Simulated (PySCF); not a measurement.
Working out the ionisation energy of Ge⁺

Ge⁺ [Ar] 3d10 4s2 4p1 (2P) → Ge²⁺ [Ar] 3d10 4s2 (1S). Calculation: PySCF 2.14, in x2c-QZVPPall (11s8p5d4f1g, 97 functions); scalar relativity by spin-free X2C-1e. Frozen: [Ne]. Energies in hartree (1 hartree = 27.21139 eV):

```
             part   Ge⁺ (lower)  Ge²⁺ (upper)
              UHF  -2096.844654  -2096.283985
MP2 opposite-spin     -0.545986     -0.536759
    MP2 same-spin     -0.275289     -0.269223
```

Question: What does Hartree-Fock give?

Answer: (-2096.283985) − (-2096.844654) = 0.560669 hartree = 15.257 eV.

Question: What do MP2 and SCS-MP2 (6/5 opposite-spin, 1/3 same-spin) give?

Answer: The opposite-spin parts differ by 0.251 eV and the same-spin parts by 0.165 eV. MP2: 15.257 + (0.251) + (0.165) = 15.673 eV. SCS-MP2: 15.257 + 1.2 × (0.251) + (0.165)/3 = 15.613 eV.

Measured between the centres of the two terms (NIST): 15.789 eV, so MP2 (valence and next inner shell) is off by -0.116 eV.

What remains against the reference includes basis incompleteness, the frozen core and correlation beyond second order.
